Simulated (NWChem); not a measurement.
System: C₃H₃FO; SMILES FC1COC=1

```xyz
8

F     -0.0004    -1.8567     0.0000
C      0.0526    -0.5264     0.0000
C      0.9976     0.4155     0.0000
O      0.1141     1.5122     0.0000
C     -1.0013     0.5498     0.0000
H      2.0710     0.5460     0.0000
H     -1.6092     0.6641     0.9018
H     -1.6092     0.6641    -0.9018
```
Atoms are numbered in this order, from 1.

Results from NWChem. Pople sets run with spherical d functions. The geometry was optimised at B3LYP/6-31G* (spherical d). Lowest singlet excitation in solution, TDDFT at B3LYP/6-31G* with SMD, three treatments of the solvent's response.

Task: Estimate the computed values for solvent dimethyl sulfoxide. Quantities: ground-state reaction field (eV); corrected reaction field (eV); vertical excitation model (eV).

Result: 
```
Property                          Value
--------------------------------  -----
ground-state reaction field (eV)   6.53
corrected reaction field (eV)      6.52
vertical excitation model (eV)     6.51
```
